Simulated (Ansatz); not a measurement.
Total energies of C3HN3Sn, SMILES `N#[C][SnH]([C]#N)[C]#N`.

Cartesian coordinates in Å:
```
N -0.356 0.674 2.986
C -0.381 0.385 1.872
Sn -0.486 -0.154 -0.140
C 0.927 -1.659 -0.433
N 1.681 -2.510 -0.608
C 0.160 1.497 -1.237
N 0.487 2.410 -1.858
H -2.032 -0.643 -0.584
```

The species carries charge 0 and has multiplicity 1. Correlated methods include outer-core shells of Sn, which these sets cover unevenly. Sn takes the def2 core potential. All single points use the PBE0-D4/def2-TZVP geometry. Basis def2-TZVPP, Ansatz.

RPA on PBE orbitals: Hartree–Fock energy of these orbitals -490.88157 Eh, correlation -1.95355 Eh (frozen core).

| functional | energy without D4 (Eh) | D4 term (kJ/mol) |
| --- | --- | --- |
| r2SCANh | -493.40054 | -5.8 |
| LC-ωPBE | -493.32795 | – |

Q: Give the same for LDA (SPW92), PBE, revPBE, BLYP, r2SCAN, B97M-V, PBE0, B3LYP, r2SCAN0, HSE06 (plane-wave form), BHLYP, CAM-B3LYP, ωB97X-V, ωB97M-V, B2PLYP, PBE-QIDH. (An estimate is asked.)

A: Ansatz gave: 
```json
{"functional": "LDA (SPW92)", "energy without D4 (Eh)": "-490.79239", "D4 term (kJ/mol)": "–"}
{"functional": "PBE", "energy without D4 (Eh)": "-493.17799", "D4 term (kJ/mol)": "-21.2"}
{"functional": "revPBE", "energy without D4 (Eh)": "-493.48628", "D4 term (kJ/mol)": "-54.0"}
{"functional": "BLYP", "energy without D4 (Eh)": "-493.40630", "D4 term (kJ/mol)": "-44.8"}
{"functional": "r2SCAN", "energy without D4 (Eh)": "-493.43236", "D4 term (kJ/mol)": "-5.4"}
{"functional": "B97M-V", "energy without D4 (Eh)": "-493.49284", "D4 term (kJ/mol)": "–"}
{"functional": "PBE0", "energy without D4 (Eh)": "-493.18052", "D4 term (kJ/mol)": "-18.3"}
{"functional": "B3LYP", "energy without D4 (Eh)": "-493.58436", "D4 term (kJ/mol)": "-34.4"}
{"functional": "r2SCAN0", "energy without D4 (Eh)": "-493.35457", "D4 term (kJ/mol)": "-6.5"}
{"functional": "HSE06 (plane-wave form)", "energy without D4 (Eh)": "-493.16496", "D4 term (kJ/mol)": "-17.4"}
{"functional": "BHLYP", "energy without D4 (Eh)": "-493.27856", "D4 term (kJ/mol)": "-29.6"}
{"functional": "CAM-B3LYP", "energy without D4 (Eh)": "-493.36534", "D4 term (kJ/mol)": "-19.1"}
{"functional": "ωB97X-V", "energy without D4 (Eh)": "-493.41053", "D4 term (kJ/mol)": "–"}
{"functional": "ωB97M-V", "energy without D4 (Eh)": "-493.40311", "D4 term (kJ/mol)": "–"}
{"functional": "B2PLYP", "energy without D4 (Eh)": "-493.10764", "D4 term (kJ/mol)": "–"}
{"functional": "PBE-QIDH", "energy without D4 (Eh)": "-492.94593", "D4 term (kJ/mol)": "–"}
```

B3LYP takes the VWN-RPA correlation (the form of Gaussian; ORCA's B3LYP/G). HSE06 is the plane-wave form, built on full-range PBE exchange. The double hybrids freeze the cores in their second-order part.

LC-ωPBE has ω = 0.4 bohr⁻¹.
